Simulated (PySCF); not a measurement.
CH₅FOSi.
Numbering: `[OH:1][SiH2:2][CH2:3][F:4]` (hydrogens: H5 on O1; H6, H7 on Si2; H8, H9 on C3)

Level of theory: PBE0-D3(BJ)/def2-SVP geometry optimisation, gas phase (PySCF 2.14.0).

What internal coordinates does the optimisation give?

```json
{"bond": "O1–Si2", "length (Å)": "1.664"}
{"bond": "Si2–C3", "length (Å)": "1.895"}
{"bond": "C3–F4", "length (Å)": "1.387"}
{"bond": "O1–H5", "length (Å)": "0.961"}
{"bond": "Si2–H6, Si2–H7", "length (Å)": "1.492"}
{"bond": "C3–H8, C3–H9", "length (Å)": "1.105"}
```

Bonds in one row agree within 0.01 Å and their mean is given. A selection of angles:
```json
{"angle": "Si2–O1–H5", "degrees": "116.5"}
{"angle": "O1–Si2–C3", "degrees": "111.2"}
{"angle": "O1–Si2–H6", "degrees": "111.7"}
{"angle": "O1–Si2–H7", "degrees": "106.5"}
{"angle": "C3–Si2–H6", "degrees": "107.4"}
{"angle": "C3–Si2–H7", "degrees": "109.3"}
{"angle": "H6–Si2–H7", "degrees": "110.7"}
{"angle": "Si2–C3–F4", "degrees": "108.7"}
{"angle": "Si2–C3–H8", "degrees": "111.5"}
{"angle": "F4–C3–H8", "degrees": "108.9"}
{"angle": "H8–C3–H9", "degrees": "107.2"}
```

Dihedral angles: O1–Si2–C3–F4 63° (synclinal); H5–O1–Si2–C3 -63° (synclinal). The mirror-image conformer, all signs reversed, is as good.

Si2 (oxygen-bound silicon) is tetrahedral (angles from 106.5° to 111.7°).

Point group: C1 (no symmetry element, even within 0.4 Å). Not checked by PBE0-D3(BJ)/def2-SVP frequencies. The numbers are those of one conformer (H–O1–Si2–C3 -63°, O1–Si2–C3–F4 63°).
